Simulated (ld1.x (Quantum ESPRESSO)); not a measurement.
# Transferability test, TM semilocal potential for indium (In)

```
Element                 : In (Z = 49)
Generator               : ld1.x (Quantum ESPRESSO) 7.5
Type                    : norm-conserving Troullier–Martins (semilocal form)
Functional              : PBEsol
Relativity              : scalar-relativistic
Frozen core             : [Kr] 4d10
Valence charge          : 3
Reference configuration : 5s2 5p0 (charge +1)
Partial waves           : 5s (bound): rc 1.85 bohr; 5p (bound, empty): rc 2.55 bohr; 5d channel at 0.05 Ry: rc 3.40 bohr
Local potential         : the d channel
Core correction         : none
```

Energies are relative to the spin-unpolarised reference configuration 5s2 5p0; without spin polarisation the order of configurations can differ from experiment.

**Question.** Give the all-electron excitation energy and the error of the potential for: 5s2 5p1; 5s1 5p0; 5s2 5p0.5; 5s0 5p3; 5s1 5p2; 5s2 5p1.3; 5s1 5p1.

**Answer.**

| valence configuration | charge | ΔE all-electron (eV) | error AE − PS (meV) |
| --- | --- | --- | --- |
| 5s2 5p1 | 0 | -5.361 | +21 |
| 5s1 5p0 | +2 | 19.278 | +58 |
| 5s2 5p0.5 | +0.5 | -3.420 | +7.6 |
| 5s0 5p3 | 0 | 6.652 | +152 |
| 5s1 5p2 | 0 | 0.516 | +63 |
| 5s2 5p1.3 | -0.3 | -5.892 | +29 |
| 5s1 5p1 | +1 | 6.654 | +33 |

Levels in the configuration 5s1 5p0:

```
level  all-electron (eV)  pseudo (eV)
   5s            -23.683      -23.488
```

ld1.x printed “convergence not achieved” for 6 of the counted tests; their residual had stalled under 1e-8, short of the target of 1e-14.
